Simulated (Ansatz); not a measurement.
CH5BOSi (`B[SiH]1CO1`). Charge 0, multiplicity 1.

Cartesian coordinates in Å:
```
B -0.264 -0.657 1.651
Si 0.300 -0.588 -0.240
C 0.041 1.003 -1.120
O -0.818 -0.112 -1.406
H -1.333 -0.226 1.961
H 0.473 -1.045 2.509
H 1.350 -1.491 -0.768
H -0.462 1.846 -0.653
H 0.712 1.271 -1.935
```

Question: Give the diagnostics of a CCSD(T)/def2-TZVPP run (frozen core, the Gaussian-basis code of Ansatz). (An estimate is asked.)

Answer: The calculation gave: T1 = 0.0177, largest single amplitude 0.055, largest double 0.040, (T) share of the correlation energy 4.0 %, 12 CCSD cycles. The RHF solution is stable towards an unrestricted one. T1 lies under the customary mark of 0.02 for closed shells.
